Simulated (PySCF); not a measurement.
Excitations are Tamm–Dancoff values on a coarser integration grid. The basis has no diffuse functions, so Rydberg states are missing or too high.

Cartesian coordinates (Å):
```xyz
20

C     -2.4383    -1.4130     0.9818
C     -2.2091    -0.2110     0.4245
S     -3.5049     0.8870    -0.1261
C     -0.8409     0.3210     0.1901
C     -0.5377     1.6811     0.3815
C      0.7590     2.1521     0.1782
C      1.7721     1.2779    -0.2231
C      1.4987    -0.0854    -0.4322
Si     2.8511    -1.2810    -0.9657
C      0.1867    -0.5414    -0.2279
H     -3.4463    -1.8127     1.1122
H     -1.6050    -2.0186     1.3441
H     -4.5312     0.2201     0.4491
H     -1.3239     2.3657     0.7055
H      0.9819     3.2100     0.3368
H      2.7824     1.6645    -0.3825
H      3.2396    -2.1851     0.1581
H      2.3767    -2.1342    -2.0944
H      4.0521    -0.5078    -1.3945
H     -0.0629    -1.5891    -0.4156
```
Charge 0, spin multiplicity 1.

**Question.** What HOMO, HOMO–LUMO gap and S1–T1 gap (TDA) does ωB97X-D3(BJ)/def2-TZVP // B3LYP-D3(BJ)/def2-SVP in PySCF give?

**Answer.** 
| Quantity | Result |
|---|---|
| HOMO | -8.71 eV |
| HOMO–LUMO gap | 9.50 eV |
| S1–T1 gap (TDA) | 1.68 eV |
